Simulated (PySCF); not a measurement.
Assigning NMR signals

Mapped SMILES: `[CH3:1][CH:2]([CH3:3])[C:4]#[C:5][C:6]1=[CH:7][CH2:8][SiH2:9]1`. Hydrogens are named by the atom that carries them.

All values are calculated (PySCF 2.14.0 with density-fitted response routines): coordinates at the GFN2-xTB level, NMR shieldings at PBE0/pcSseg-1/GIAO. No solvent model, averaged over atoms made equivalent by symmetry, fast rotation or ring inversion, one computed conformer, non-relativistic Hamiltonian.

Shifts are taken against calculated references (same method and geometry level): TMS for $^{13}$C and $^{1}$H.

(1) Assign these signals to the numbered atoms. $^{13}$C{$^{1}$H} NMR (computed): δ 163.7, 135.8, 108.1, 85.2, 25.5, 24.6, 18.5.

(2) Assign these signals to the numbered atoms. $^{1}$H NMR (300 MHz, computed): δ 7.15 (t, 1H), 5.01 (m, 2H), 2.74 (sept, 1H), 1.89 (m, 2H), 1.22 (d, 6H).

Results:

(1) 
| δ (ppm) | atoms | environment | reason |
| --- | --- | --- | --- |
| 163.7 | C7 | alkene CH | as expected for a trigonal carbon in a double bond |
| 135.8 | C6 | fully substituted alkene carbon | an sp2 carbon of a C=C bond |
| 108.1 | C4 | alkyne carbon | – |
| 85.2 | C5 | alkyne carbon | the triple bond shields along its axis, which puts it between sp3 and sp2 carbons |
| 25.5 | C1/C3 | methyl carbon | a saturated carbon with 1 carbon neighbour and no heteroatom attached |
| 24.6 | C2 | propargylic sp3 CH | aliphatic region, no heteroatom directly attached |
| 18.5 | C8 | allylic sp3 CH2 bonded to Si | – |

C1/C3 and C2 lie closer than the usual error of such a calculation, so a measured spectrum could show them in the other order.

(2) 
7.15 → H(C7), hydrogen on an alkene CH: a vinylic proton, deshielded by the sp2 carbon and the C=C anisotropy
5.01 → H(Si9), hydrogen on a silicon bonded to 2 C, in a 4-membered ring
2.74 → H(C2), hydrogen on a propargylic sp3 CH
1.89 → H(C8), hydrogen on an allylic sp3 CH2 bonded to Si: allylic position
1.22 → H(C1)/H(C3), hydrogen on a methyl carbon

Shifts are as computed. Against solution values, carbons near 30 ppm lie about +3 ppm off and those near 130 ppm about +5 ppm. Of 1309 compounds with measured shifts, 239 miss one by over three times the rms of a fit or turn the order of signals round; such compounds aren't used in these exercises. No couplings were computed; multiplicities are counted from neighbouring protons, with m where these are inequivalent, close in shift, in a saturated or five-membered ring or joined by F or P, and br s for small geminal =CH2 splittings.
